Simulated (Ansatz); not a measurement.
`CB[SiH2][AlH2]` + `[CH2]1[NH][AlH]1` → `[AlH2][N]1[CH2][AlH]1` + `CB[SiH3]` at 700 K and 1 bar (cleavage of the Al–Si bond).

Program: Ansatz. Geometries: PBE0-D4/def2-TZVP. ΔE: electronic, gas phase. CBS: MP2 limit from def2 TZ/QZ plus the TZ coupled-cluster correction, frozen cores. Each species was taken in one conformer, which may not be the lowest.

```tsv
species	CCSD(T)/CBS energy (Eh)	H − E (kJ/mol)	S (J/(mol·K))
`CB[SiH2][AlH2]`	-598.71139	298.0	519.3
`[CH2]1[NH][AlH]1`	-337.12157	175.3	344.6
`[AlH2][N]1[CH2][AlH]1`	-579.76217	207.4	436.4
`CB[SiH3]`	-356.10570	258.6	419.3
```

H − E and S are ideal-gas, rigid-rotor, harmonic terms from PBE0-D4/def2-TZVP, for one conformer and one mirror image of each species. 1 Eh = 2625.50 kJ/mol, R = 8.31446 J/(mol·K).

Q: By hand: ΔE, ΔH, ΔS and ΔG.

A: ΔE = (-579.76217) + (-356.10570) − (-598.71139) − (-337.12157) = -0.03491 Eh = -91.7 kJ/mol. Δ(H − E) = 207.4 + 258.6 − 298.0 − 175.3 = -7.3, so ΔH = -99.0 kJ/mol. ΔS = 436.4 + 419.3 − 519.3 − 344.6 = -8.2 J/(mol·K). ΔG = -99.0 − 700 × (-8.2)/1000 = -93.3 kJ/mol.

Q: By hand: the equilibrium constant, and the temperature at which ΔG would vanish if ΔH and ΔS stayed fixed.

A: log₁₀ K = −ΔG/(RT ln 10) = 7.0. ΔG = 0 at ΔH/ΔS = 12073 K, far beyond where these terms or the molecules hold.

The number of gas molecules stays the same, so ΔS is small and ΔH decides. A doubt of 5 kJ/mol in ΔE shifts log₁₀ K by 0.4 here. Other conformers and mirror images would add mixing entropy, several J/(mol·K) or more a flexible species. Modes under 60 cm⁻¹, often nearly free rotors, make the harmonic entropy too high. These are equilibria of isolated gas molecules and say nothing of rates. Largest T1 diagnostic: 0.015 (customary marks: 0.02 for closed shells, 0.045 for open ones).
